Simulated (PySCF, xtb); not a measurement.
C3H5NOSi, SMILES C=C[SiH2]OC#N.

GFN2-xTB run with xtb at its own geometry gives an orbital gap of 4.49 eV and a dipole moment of 4.92 D.

The structure is a stationary point at PBE-D3(BJ)/def2-SVP. This is a generated structure with no PubChem entry under its InChIKey; it may be hypothetical. One conformer was computed; it need not be the lowest.

Q: What does B3LYP/def2-TZVP run with PySCF give? (Estimate from the structure and the level; the computed values follow.)

A: gap 6.73 eV (levels -8.24 and -1.52 eV), dipole 5.65 D.
